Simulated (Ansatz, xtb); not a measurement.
# C4H6Cl2O2: which of two isomers lies lower

We compare X, `CC(=O)OCC(Cl)Cl`, a singlet, with Y, `O=C(O)CCC(Cl)Cl`, a singlet. Both are isolated molecules in the gas phase, relaxed with PBE-D3(BJ)/def2-SVP, each in the lowest conformer that the search found.

**Question.** Estimate E(Y) − E(X) at the level CCSD(T)/def2-SVP + ΔMP2/def2-TZVPP.

**Answer.** Calculated at CCSD(T)/def2-SVP + ΔMP2/def2-TZVPP: E(Y) − E(X) = −10.2 kcal/mol, so structure Y lies lower.

Level by level:

```
                             level             geometry  E(Y) − E(X) (kcal/mol)  departure from the last row (kcal/mol)  job, with rough time for the two
                          GFN2-xTB             GFN2-xTB                      −4.2                                    +6.0              optimisation, 0.21 s
                         HF/STO-3G             GFN2-xTB                      +0.7                                   +10.8              single point, 0.52 s
                r2SCAN-D4/def2-SVP             GFN2-xTB                      −9.6                                    +0.6               single point, 4.7 s
               PBE-D3(BJ)/def2-SVP  PBE-D3(BJ)/def2-SVP                     −10.2                                     0.0                optimisation, 48 s
                       HF/def2-SVP  PBE-D3(BJ)/def2-SVP                      −8.6                                    +1.5           part of the CCSD(T) run
                      MP2/def2-SVP  PBE-D3(BJ)/def2-SVP                     −11.9                                    −1.7           part of the CCSD(T) run
                  CCSD(T)/def2-SVP  PBE-D3(BJ)/def2-SVP                     −10.4                                    −0.2                      single point
CCSD(T)/def2-SVP + ΔMP2/def2-TZVPP  PBE-D3(BJ)/def2-SVP                     −10.2                                                     single point, 1.9 min
```

As drawn, Y has 1 C–C, 1 O–H in place of 1 C–O, 1 C–H.

HF/STO-3G puts the two in the other order. The largest departure from CCSD(T)/def2-SVP + ΔMP2/def2-TZVPP is that of HF/STO-3G, 10.8 kcal/mol. A small imaginary or near-zero mode remains, so no thermal terms are given. The last row adds to CCSD(T) the change of the MP2 difference between the two basis sets, here +0.2 kcal/mol.

The correlated steps freeze 16 core orbitals. Codes used: Ansatz 0.2.0, xtb 6.7.1; the last row on 4 threads of Arm Neoverse V1 on a shared host.
